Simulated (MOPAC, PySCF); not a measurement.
C2H8Si2, SMILES `C=[Si](C)[SiH3]`, neutral singlet in the gas phase. 

Z-matrix (Å, degrees):
```
Si
C 1 1.7080
H 2 1.0828 1 121.55
H 2 1.0836 3 115.06 1 179.96
C 1 1.8736 2 122.20 3 179.97
H 5 1.0908 1 110.05 2 0.15
H 5 1.0919 6 108.52 1 121.72
H 5 1.0919 6 108.52 7 116.57
Si 1 2.3277 2 119.80 3 -0.04
H 9 1.4811 1 109.03 2 0.04
H 9 1.4843 10 109.26 1 -121.31
H 9 1.4843 10 109.26 11 -117.39
```
Charge 0, multiplicity 1.

All levels are single points at this geometry (B3LYP-D3(BJ)/def2-TZVP); Pople sets use spherical d functions. Orbital energies aren't observables, and empty levels follow the basis.

PM6 in MOPAC gives dipole (D) = 2.34.

### Question
Estimate the dipole (D) from each of these levels: B3LYP-D3(BJ)/def2-TZVP in PySCF; B3LYP/3-21G in PySCF; B3LYP/6-311+G** in PySCF; B3LYP/6-31G* in PySCF; B3LYP/LANL2DZ in PySCF; BP86/6-31G* in PySCF; M06-2X/6-31G* in PySCF; SVWN5/6-31G* in PySCF; HF/6-31G* in PySCF; AM1 in MOPAC; PM3 in MOPAC; PM7 in MOPAC.

### Answer

```json
[
 {"level": "B3LYP-D3(BJ)/def2-TZVP in PySCF", "dipole (D)": "1.43"},
 {"level": "B3LYP/3-21G in PySCF", "dipole (D)": "1.04"},
 {"level": "B3LYP/6-311+G** in PySCF", "dipole (D)": "1.42"},
 {"level": "B3LYP/6-31G* in PySCF", "dipole (D)": "1.16"},
 {"level": "B3LYP/LANL2DZ in PySCF", "dipole (D)": "1.21"},
 {"level": "BP86/6-31G* in PySCF", "dipole (D)": "1.17"},
 {"level": "M06-2X/6-31G* in PySCF", "dipole (D)": "1.18"},
 {"level": "SVWN5/6-31G* in PySCF", "dipole (D)": "1.20"},
 {"level": "HF/6-31G* in PySCF", "dipole (D)": "1.29"},
 {"level": "AM1 in MOPAC", "dipole (D)": "0.49"},
 {"level": "PM3 in MOPAC", "dipole (D)": "0.54"},
 {"level": "PM7 in MOPAC", "dipole (D)": "0.71"}
]
```
